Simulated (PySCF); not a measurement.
B(Cl)(GeH3)2 (BClGe₂H₆), SMILES [GeH3][B](Cl)[GeH3].

Geometry optimised at B3LYP-D3(BJ)/def2-SVP. This is a generated structure with no PubChem entry under its InChIKey; it may be hypothetical.

Computed with PBE/def2-TZVP in PySCF.

total energy: -4641.81390 hartree
highest occupied level: -6.32 eV
lowest empty level: -3.47 eV
orbital gap: 2.85 eV
dipole moment: 0.04 D
quadrupole, principal values (traceless, Buckingham form, about the centre of nuclear charge): -2.13, -0.26, 2.39 D·Å
mean static polarisability: 97.1 bohr³ (14.39 Å³)
polarisability, principal values: 75.6, 102.1, 113.7 bohr³
